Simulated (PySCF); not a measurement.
## Computed properties of Be(Cl)(OMe) (CH₃BeClO), SMILES C[O][Be][Cl]

Be(Cl)(OMe) (CH₃BeClO), SMILES C[O][Be][Cl]. Geometry: ωB97X-D3(BJ)/def2-SVP. One conformer was computed; it need not be the lowest. All values are computed for the isolated molecule unless a solvent is named; none is compared with measurement here.

**Structure.** The optimised structure has C3v symmetry. All 15 harmonic modes at ωB97X-D3(BJ)/def2-SVP (PySCF) are real, so it is a minimum. With heavy atoms numbered as in [Be:1]([Cl:2])[O:3][CH3:4], the shortest bond between them is O3–C4 at 1.385 Å and the longest Be1–Cl2 at 1.819 Å.

**Vibrations.** The strongest infrared lines (harmonic, unscaled, degenerate partners summed) lie at 1631 cm⁻¹ (717 km/mol, Be 48 %, O 40 %, H 10 %), 1479 cm⁻¹ (203 km/mol, H 74 %, C 20 %), 306 cm⁻¹ (149 km/mol, Be 82 %, O 14 %). The softest mode is at 52 cm⁻¹ and the zero-point energy is 28.7 kcal/mol.

**Electronic structure.** CAM-B3LYP/def2-TZVPD (PySCF) places the frontier levels at -10.00 and 0.19 eV, a gap of 10.19 eV, and gives a dipole moment of 2.46 D and a mean polarisability of 45.9 bohr³.

**Excitations.** TDA-M06-2X/def2-SVPD (PySCF) has S1 at 7.33 eV (169 nm, f = 0.007, weak); the most intense of the 10 singlets computed lies at 8.71 eV (f = 0.22). Strengths of degenerate partners are summed. T1 (TDA) is at 7.14 eV, 0.19 eV under S1. No vertical singlet excitation falls in the visible range (under 3.1 eV).

**NMR.** GIAO shifts at HF/pcSseg-2 (PySCF) (non-relativistic, atoms alike by connectivity averaged): ¹³C at 52.6 ppm against TMS; ¹H at 4.0 ppm against TMS. Without spin–orbit terms, shifts of atoms bonded to Cl or Br come out too high.
